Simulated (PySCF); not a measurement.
CAuO, doublet, at a GFN2-xTB geometry (such geometries of metal compounds can be far from the true shape) (the multiplicity is a formal guess) (core potentials on Au).

Here is a job for PySCF.
```python
from pyscf import gto, scf

mol = gto.M(
    atom='''
Au   -0.22153076   -0.21877232   -0.20724330
O     1.67990417    1.20170291    1.42540504
C     0.67694946    1.27823174    0.82816337
''',
    basis='def2-svp',
    ecp={'Au': 'def2-svp'},
    spin=1,
    verbose=4,
)

mf = scf.UHF(mol)
mf.kernel()
mo_i, mo_e, stable_i, stable_e = mf.stability(internal=True, external=True, return_status=True, nroots=6, tol=1e-6)
print('internally stable:', stable_i, ' externally stable:', stable_e)
if not stable_i:
    umf = mf.copy()
    umf.scf_summary = {}
    umf.kernel(umf.make_rdm1(mo_i, mf.mo_occ))
```

### Question
What nuclear repulsion energy does HF/def2-SVP (PySCF) give?

### Answer
79.3540 Eh

### Question
Predict the Mulliken (on the basis functions themselves) charges in atom order from HF/def2-SVP.

### Answer
Au1 0.06, O2 -0.20, C3 0.14

### Question
Predict the <S^2> from HF/def2-SVP.

### Answer
0.781

These values belong to the state on which the SCF converged, which isn't shown to be the lowest.

### Question
Roughly what does it cost on one core?

### Answer
about 12 core-seconds (a rough figure).
